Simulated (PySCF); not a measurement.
A survey of ²⁹Si NMR shifts

[PySCF: PBE0/pcSseg-1 with gauge-including orbitals; structure optimised with GFN2-xTB; relativity neglected; averaged over atoms made equivalent by symmetry, fast rotation or ring inversion; one conformer; isolated molecule]

Shieldings were converted by a linear fit to measured shifts: ²⁹Si (scatter 8.9 ppm rms, 25.8 ppm with the 6 outliers that the fit left out vs TMS, solution or neat liquid). Occasional misses reach two or three times the rms, and more in compound classes unlike the fitted ones.

Task: Give the ²⁹Si shifts of `CO[SiH2][C@@H](F)C(F)(F)F`, `C#C[SiH2]O[SiH](O[SiH3])O[SiH3]`, `CC[SiH](O[SiH3])O[SiH3]`, `CCOC1=C(O[SiH2]O)[C@H]1F`, `N#C[C@H]1C[Si@H](C(N)=O)C1`.

Result: 
```tsv
compound	environment	δ (ppm)
CO[SiH2][C@@H](F)C(F)(F)F	silicon bonded to C, O, 2 H	-30.7
[CH:1]#[C:2][SiH2:3][O:4][SiH:5]([O:6][SiH3:7])[O:8][SiH3:9]	Si7/9: silicon bonded to O, 3 H (×2)	-42.9
[CH:1]#[C:2][SiH2:3][O:4][SiH:5]([O:6][SiH3:7])[O:8][SiH3:9]	Si3: silicon bonded to C, O, 2 H	-53.7
[CH:1]#[C:2][SiH2:3][O:4][SiH:5]([O:6][SiH3:7])[O:8][SiH3:9]	Si5: silicon bonded to 3 O, H	-71.1
[CH3:1][CH2:2][SiH:3]([O:4][SiH3:5])[O:6][SiH3:7]	Si3: silicon bonded to C, 2 O, H	-32.9
[CH3:1][CH2:2][SiH:3]([O:4][SiH3:5])[O:6][SiH3:7]	Si5/7: silicon bonded to O, 3 H (×2)	-42.4
CCOC1=C(O[SiH2]O)[C@H]1F	silicon bonded to 2 O, 2 H	-30.0
N#C[C@H]1C[Si@H](C(N)=O)C1	silicon bonded to 3 C, H, in a 4-membered ring	-26.0
```
